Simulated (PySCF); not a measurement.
Compound: C₈H₁₅N.
Numbering: `[CH2:1]=[C:2]([CH3:3])/[C:4]([CH3:5])=[CH:6]/[N:7]([CH3:8])[CH3:9]` (hydrogens: H10, H11 on C1; H12, H13, H14 on C3; H15, H16, H17 on C5; H18 on C6; H19, H20, H21 on C8; H22, H23, H24 on C9)

Computed by this run: PBE0-D3(BJ)/def2-SVP geometry optimisation, gas phase (PySCF); density fitting, grid level 2; the optimiser is geomeTRIC in internal coordinates, started from a GFN2-xTB structure.

Step 0: E = -10010.8447 eV
```
atom  x, y, z in Å  |  force x, y, z in eV/Å
C1      3.0615   -0.5661    0.0821    0.174  -0.137   0.045
C2      1.9951    0.1081   -0.3535   -0.302   0.595  -0.230
C3      2.1918    1.4447   -1.0166    0.007  -0.450   0.263
C4      0.6322   -0.3988   -0.1963    0.301  -0.608   0.218
C5      0.4591   -1.8294    0.2360   -0.007   0.600  -0.205
C6     -0.4352    0.3799   -0.4466   -0.516  -0.193  -0.166
N7     -1.7681   -0.0037   -0.2861   -0.015   0.301   0.141
C8     -2.7136    0.8208   -1.0032    0.364  -0.387   0.214
C9     -2.2237   -0.3081    1.0558    0.063   0.083  -0.481
H10     4.0571   -0.1741   -0.0404    0.530   0.264  -0.117
H11     2.9948   -1.5142    0.5838   -0.127  -0.571   0.291
H12     3.2518    1.6413   -1.1558    0.369   0.120  -0.069
H13     1.7047    1.4680   -1.9899   -0.201   0.097  -0.384
H14     1.7764    2.2443   -0.4047   -0.188   0.372   0.157
H15    -0.5490   -2.1632    0.0062   -0.383  -0.177  -0.047
H16     1.1611   -2.4627   -0.3029    0.277  -0.281  -0.144
H17     0.6426   -1.9571    1.3034    0.057  -0.148   0.413
H18    -0.2984    1.3735   -0.8580    0.131   0.429  -0.156
H19    -3.6901    0.3369   -0.9803   -0.362  -0.085  -0.064
H20    -2.8158    1.8269   -0.5682   -0.063   0.311   0.122
H21    -2.4006    0.9175   -2.0415    0.020   0.059  -0.365
H22    -1.4313   -0.7830    1.6244    0.220  -0.211   0.241
H23    -3.0799   -0.9834    1.0030   -0.279  -0.227   0.105
H24    -2.5342    0.6018    1.5905   -0.071   0.242   0.216
```

**Question.** Estimate the geometry and energy of step 1. (The exact step hangs on the optimiser's Hessian estimate; all steps are aligned on step 0, rigid shifts and turns removed.)

**Answer.** E = -10010.9193 eV, largest force 0.125 eV/Å
```
atom  x, y, z in Å  |  force x, y, z in eV/Å
C1      3.0817   -0.5880    0.0367    0.051  -0.006   0.023
C2      2.0003    0.1116   -0.3606    0.020  -0.092   0.054
C3      2.1875    1.4686   -0.9783    0.001   0.078  -0.057
C4      0.6394   -0.4199   -0.1937   -0.078   0.086  -0.041
C5      0.4600   -1.8338    0.2691    0.013  -0.082   0.026
C6     -0.4355    0.3573   -0.4853    0.086   0.059   0.021
N7     -1.7700    0.0294   -0.2778   -0.016  -0.019  -0.043
C8     -2.7215    0.8151   -1.0168   -0.077   0.092  -0.036
C9     -2.2209   -0.2916    1.0558   -0.010  -0.014   0.114
H10     4.0895   -0.1841   -0.0944   -0.028  -0.006   0.002
H11     3.0052   -1.5668    0.5151   -0.002   0.016  -0.030
H12     3.2562    1.6951   -1.0972   -0.023  -0.001   0.001
H13     1.7161    1.5268   -1.9740    0.015   0.008   0.033
H14     1.7417    2.2666   -0.3608   -0.001  -0.037  -0.018
H15    -0.5564   -2.1856    0.0407    0.031   0.007   0.009
H16     1.1704   -2.4968   -0.2503   -0.019   0.015   0.025
H17     0.6357   -1.9651    1.3525   -0.009   0.011  -0.037
H18    -0.2719    1.3439   -0.9391   -0.007  -0.047   0.008
H19    -3.7070    0.3221   -1.0073    0.032   0.000  -0.001
H20    -2.8566    1.8370   -0.5952   -0.002  -0.041  -0.025
H21    -2.4111    0.9147   -2.0671    0.004  -0.018   0.029
H22    -1.4390   -0.8131    1.6203   -0.026   0.003  -0.026
H23    -3.1097   -0.9444    1.0196    0.027   0.021  -0.010
H24    -2.4959    0.6209    1.6288    0.019  -0.033  -0.018
```

The energy changes by -0.0746 eV. The first-order estimate −F·Δx gives -0.1545 eV and the mean of the old and new forces, exact on a quadratic surface, -0.0736 eV. The step makes an angle of 75° with the force vector and moves no atom by more than 0.090 Å.

The cost below is that of the whole optimisation. Time: 2.3 min; peak memory 0.96 GiB. Hardware: an Arm Neoverse V2 with one thread, no GPU, shared host.
